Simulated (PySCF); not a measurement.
# Reading the logs of faulty runs: BH4NOSi

These are calculations, not measurements. The program is PySCF 2.14.0, an open-source quantum chemistry code, run on an isolated molecule that a program drew, which may never have been made. The molecule is BH4NOSi (charge 0, singlet), drawn as the SMILES string `B[Si](=N)O`.

Each row is a Hartree-Fock (HF) and frozen-core CCSD(T) single point in the cc-pV(D+d)Z basis, meant for a local HF minimum. Run 1 is clean. Each other run has one planted mistake out of seven kinds, and not every kind appears here: one electron removed, one electron added, multiplicity raised by two, geometry at a saddle point, minimal basis STO-3G, one bond length entered in bohr, all coordinates scaled. The reference is restricted for singlets and unrestricted otherwise, and also for a bond in bohr. Adding or removing an electron swaps singlet and doublet. Electrons count all cores. HOMO and LUMO are orbital energies over both spins, the gradient is its largest component, and the lowest frequency (negative if imaginary) is given only where the gradient is small. Bond lengths are over the 7 bonds as drawn. T1 is the CCSD diagnostic: over 0.02 (restricted) or 0.045 (unrestricted) a single reference is doubtful.

Geometry of the clean run:
```xyz
8
BH4NOSi, angstrom
B    -2.1026   -0.6071    1.4193
Si   -1.7099    1.2733    0.8017
N    -2.5249    1.8295   -0.4047
O    -0.5154    2.0123    1.6365
H    -1.2579   -1.4574    1.3870
H    -3.1919   -0.9054    1.8102
H    -2.4355    2.6887   -0.9092
H    -0.0243    1.5438    2.2948
```

```
run,electrons,basis functions,<S^2>,HOMO (eV),LUMO (eV),gradient (hartree/bohr),lowest frequency (cm^-1),mean bond (Å),longest bond (Å),T1,HF (hartree),CCSD(T) (hartree),mistake
1,38,85,0.000,-9.81,0.87,1.1e-05,60,1.3643,2.018,0.0183,-445.24832,-445.82447,no fault
2,37,85,0.756,-17.88,-6.54,1.1e-01,-,1.3643,2.018,0.0219,-444.96546,-445.48899,one electron removed
3,38,28,0.000,-6.38,5.55,5.1e-02,-,1.3643,2.018,0.0207,-439.76793,-439.98813,?
4,38,85,0.000,-9.63,0.75,2.9e-02,-,1.4121,2.089,0.0197,-445.23844,-445.82340,?
```

**Which mistake was planted in run 3, and what did it cost?**

It has 28 basis functions where the clean run has 85, with the same electrons and geometry. So the mistake is: minimal basis STO-3G. Subtracting run 1 and multiplying by 627.51 kcal/mol a hartree, the energy moved by 3439.0 kcal/mol in HF and 3662.4 kcal/mol in CCSD(T).

**Which mistake was planted in run 4, and what did it cost?**

The mean and the longest bond both change by the same factor, 1.035, and the gradient is no longer small. So the mistake is: all coordinates scaled. Subtracting run 1 and multiplying by 627.51 kcal/mol a hartree, the energy moved by 6.2 kcal/mol in HF and 0.7 kcal/mol in CCSD(T).

Cautions from the logs. Run 3: T1 is over the limit, so its CCSD(T) energy is less reliable.
